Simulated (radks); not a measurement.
The numbers below are computed, except where a source is named.
Species: the ytterbium ion Yb24+. Configuration: [Kr] 4d10.

Code: a radial shooting solver on a logarithmic mesh with Libxc functionals. Model: scalar-relativistic Kohn-Sham, PBE, spin-polarised, spherical densities, finite nucleus; Fermi nuclear charge, rms radius 5.3108 fm.

Energy parts (hartree):
total: -13818.3526
kinetic: 15078.2462
electron-nucleus: -32676.9771
Hartree: 4043.5676
exchange-correlation: -263.1894

Orbitals (lengths in bohr, moments of r in powers of bohr; r(max) is where P^2 peaks):
| orbital | occ. | eigenvalue (hartree) | r(max) | <r> | <r^4> | <r^2> |
|---|---|---|---|---|---|---|
| 1s | 2 | -2277.567 | 0.01237 | 0.01966 | 7.558e-07 | 0.0005300 |
| 2s | 2 | -408.9941 | 0.07060 | 0.08338 | 0.0001164 | 0.008219 |
| 2p | 6 | -363.7596 | 0.05758 | 0.07419 | 0.00008942 | 0.006722 |
| 3s | 2 | -113.9983 | 0.1994 | 0.2163 | 0.004285 | 0.05342 |
| 3p | 6 | -100.3528 | 0.1965 | 0.2156 | 0.004529 | 0.05384 |
| 3d | 10 | -83.76104 | 0.1604 | 0.1955 | 0.003510 | 0.04475 |
| 4s | 2 | -42.80758 | 0.4437 | 0.4630 | 0.08186 | 0.2410 |
| 4p | 6 | -38.02953 | 0.4597 | 0.4819 | 0.09876 | 0.2627 |
| 4d | 10 | -31.82264 | 0.4625 | 0.4942 | 0.1166 | 0.2795 |
| 5s | 0 | -21.66077 | 0.8607 | 0.8613 | 0.9157 | 0.8257 |
| 5p | 0 | -19.74900 | 0.9074 | 0.9056 | 1.132 | 0.9156 |

The highest occupied level is 4d at -865.94 eV. Summed over all electrons, <r^2> = 5.788 bohr^2, which gives a Langevin (diamagnetic) susceptibility term of -4.58 x 10^-6 cm^3/mol. For comparison, the ionisation energy in NIST's Atomic Spectra Database is 882 eV (theoretical). In exact Kohn-Sham theory the highest level is minus the ionisation energy, but local and semilocal functionals leave it too shallow, through self-interaction and a potential that decays too fast; potentials with the right tail come closer.
